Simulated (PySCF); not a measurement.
Compound: Mo(NH)2Cl2 (singlet state).
Geometry (PBE0-D3(BJ)/def2-SVP, Å), atoms numbered from 1 in this order:
```xyz
7
Cl2H2MoN2 angstrom
Mo    -0.3809    0.0062   -0.2983
N     -0.4149   -0.0883    1.4085
H      0.0210   -0.1392    2.3291
N      1.2497    0.0009   -0.8039
H      2.2579   -0.0225   -0.6552
Cl    -1.2777    2.0165   -0.9093
Cl    -1.3632   -1.8755   -1.1395
```

Method: PBE0-D3(BJ)/def2-SVP geometry optimisation, gas phase, def2 core potentials past Kr in PySCF.

Masses are those of the commonest isotopes; rigid-rotor values at the optimised geometry. The values belong to one conformer.

Give the principal moments of inertia and the rotational constants in MHz.

Ia = 181.62, Ib = 326.63, Ic = 386.78 u·Å²; 505379 MHz·u·Å²/I gives A = 2783, B = 1547, C = 1307 MHz.

Classify the top.

An asymmetric top. Ray's parameter κ = (2B − A − C)/(A − C) = -0.674; −1 is the prolate and +1 the oblate limit.

Is it planar, by Δ = Ic − Ia − Ib?

Not planar: Δ = Ic − Ia − Ib = -121.47 u·Å². For a rigid frame Δ = −2 Σ m c², so Σ m c² = 60.74 u·Å² lies off the ab plane: 7.02 from hydrogen and 53.72 from heavier atoms. The atom farthest from that plane is 1.91 Å away.

Give the other two planar moments, Paa and Pbb, and the rms extents of the mass along the axes.

Paa = Σ m a² = (Ib + Ic − Ia)/2 = 265.90 and Pbb = Σ m b² = (Ia + Ic − Ib)/2 = 120.89 u·Å². With the mass M = 197.86 u, the rms extents √(P/M) along a, b and c are 1.16, 0.78, 0.55 Å.

Where do the levels up to J = 3 lie, in cm⁻¹?

Above 0(0,0):
J = 1: 1(0,1) 0.0952, 1(1,1) 0.1364, 1(1,0) 0.1444
J = 2: 2(0,2) 0.2845, 2(1,2) 0.3188, 2(1,1) 0.3428, 2(2,1) 0.4665, 2(2,0) 0.4675
J = 3: 3(0,3) 0.5660, 3(1,3) 0.5917, 3(1,2) 0.6398, 3(2,2) 0.7520, 3(2,1) 0.7572, 3(3,1) 0.9788, 3(3,0) 0.9789

Predict some low-J microwave lines.

The dipole components are |μa| = 0.02 D, |μb| = 3.57 D, |μc| = 0.08 D. Intensities carry the squares of the components, which stand as 0.00 : 1.00 : 0.00 (a : b : c). Some lines, for components of 0.1 D or more:

| type | branch | J(Ka,Kc) | MHz | lower level (cm⁻¹) |
| --- | --- | --- | --- | --- |
| b | Q | 1(1,0) ← 1(0,1) | 1476 | 0.095 |
| b | Q | 3(1,2) ← 3(0,3) | 2212 | 0.566 |
| b | Q | 4(2,2) ← 4(1,3) | 3378 | 1.034 |
| b | Q | 3(2,1) ← 3(1,2) | 3522 | 0.640 |
| b | Q | 2(2,0) ← 2(1,1) | 3738 | 0.343 |
| b | R | 1(1,1) ← 0(0,0) | 4089 | 0.000 |
| b | Q | 2(2,1) ← 2(1,2) | 4428 | 0.319 |
| b | R | 2(0,2) ← 1(1,1) | 4441 | 0.136 |
| b | Q | 3(2,2) ← 3(1,3) | 4808 | 0.592 |
| b | R | 4(2,2) ← 3(3,1) | 5039 | 0.979 |
| b | R | 3(1,2) ← 2(2,1) | 5195 | 0.466 |
| b | Q | 3(3,0) ← 3(2,1) | 6644 | 0.757 |
| b | R | 2(1,2) ← 1(0,1) | 6702 | 0.095 |
| b | Q | 4(3,2) ← 4(2,3) | 6878 | 1.132 |
| b | R | 3(0,3) ← 2(1,2) | 7411 | 0.319 |
| b | R | 4(1,3) ← 3(2,2) | 8458 | 0.752 |
| b | R | 3(1,3) ← 2(0,2) | 9209 | 0.285 |
| b | Q | 4(4,0) ← 4(3,1) | 9421 | 1.362 |
| b | R | 2(2,1) ← 1(1,0) | 9654 | 0.144 |
| b | R | 2(2,0) ← 1(1,1) | 9927 | 0.136 |
| b | R | 4(1,4) ← 3(0,3) | 11649 | 0.566 |
| b | R | 3(2,2) ← 2(1,1) | 12268 | 0.343 |
| b | R | 3(2,1) ← 2(1,2) | 13145 | 0.319 |
| b | R | 4(2,3) ← 3(1,2) | 14757 | 0.640 |
| b | R | 4(2,2) ← 3(1,3) | 16643 | 0.592 |
| b | R | 4(3,1) ← 3(2,2) | 18287 | 0.752 |

Stationary, but not proved a minimum. Zero-point vibration and centrifugal distortion are left out. Quadrupole hyperfine structure (14N, 35Cl) is left out.
